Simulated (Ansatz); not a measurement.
Born–Oppenheimer molecular dynamics of C2H3NaS (7 atoms, charge 0, multiplicity 1). It starts at the highest image of a converged band. Of that band: Neighbouring images differ by up to 1.6 eV, so the band resolves the path poorly. A vibrational analysis at the climbing image gives one clearly imaginary mode, 1073i cm⁻¹: a first-order saddle point.

These are results of Ansatz 0.2.0, UKS PBE0-D4/def2-SVP, not measurements.

- ensemble: NVE (velocity Verlet)
- time step: 0.5 fs
- steps asked: 200
- starting velocities drawn for: 100 K
- seed: 12145

First frame:

```xyz
7
Properties=species:S:1:pos:R:3
Na -0.837 -1.975 1.840
C 0.007 -0.772 0.078
C -0.263 0.571 -0.226
S 0.431 1.564 -1.531
H 0.736 -1.175 -0.652
H -0.960 1.115 0.437
H 0.886 0.672 0.054
```

Problem. How far do the bonds stretch over the last three quarters of this one trajectory? (Pairs bonded in most of those frames.)

Solution. 
| bond | mean (Å) | spread (Å) | shortest | longest |
| --- | --- | --- | --- | --- |
| Na1–C2 | 2.284 | 0.038 | 2.23 | 2.34 |
| C2–C3 | 1.342 | 0.055 | 1.26 | 1.46 |
| C2–H5 | 1.109 | 0.012 | 1.09 | 1.13 |
| C3–S4 | 1.877 | 0.086 | 1.76 | 2.05 |
| C3–H6 | 1.102 | 0.011 | 1.08 | 1.12 |
| S4–H7 | 1.410 | 0.091 | 1.25 | 1.59 |

Mean temperature of the second half: 1759 K. The conserved energy stayed within 0.43 meV per atom of its start (net change -0.19 meV per atom), so the integration is sound. The system heated up, since it started high on the potential surface and ran downhill. A run of 0.1 ps of so small a system gives no equilibrium averages. The orbitals stay closed-shell, which can raise the energy where a bond breaks towards radicals; this wasn't checked here.

Time of the run: 5.2 min on 2 threads of AMD EPYC 9R14 (Zen 4), on a shared host, peak memory 0.24 GiB.
